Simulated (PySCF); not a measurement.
Isomers of C4H6O3S, one GFN2-xTB conformer each. Single-point energies are computed at PBE0/pcSseg-1 (PySCF, gas phase, no added dispersion term), electronic only.

Question: Rank them by PBE0/pcSseg-1 energy, lowest first (kcal/mol).
A. `[CH3:1][S@@:2](=[O:3])[C@@H:4]1[CH2:5][C:6](=[O:7])[O:8]1` with C1–S2–C4–C5 164°
B. `[CH3:1][O:2][C:3](=[S:4])[CH2:5][C:6](=[O:7])[OH:8]` with C1–O2–C3–S4 2°, O2–C3–C5–C6 89°, C3–C5–C6–O7 -64°, C5–C6–O8–H -178°

Answer: B (0.0), A (45.6).

As drawn, the lower has an O–H bond and a C=S bond, which the higher lacks; the higher has a four-membered ring and an S=O bond, which the lower lacks. GFN2-xTB itself gives, in the same order: 0.0, 24.8. Both levels put the same isomer lowest.

Question: Which frontier levels, dipoles and rotational constants go with these structures?

Answer: 
```json
{"SMILES": "COC(=S)CC(=O)O", "HOMO (eV, PBE0/pcSseg-1)": "-6.72", "LUMO (eV)": "-1.57", "dipole (D)": "1.00", "A, B, C (MHz)": "2745, 1185, 936.7"}
{"SMILES": "C[S@@](=O)[C@@H]1CC(=O)O1", "HOMO (eV, PBE0/pcSseg-1)": "-7.19", "LUMO (eV)": "-0.32", "dipole (D)": "1.37", "A, B, C (MHz)": "4145, 1084, 940.4"}
```
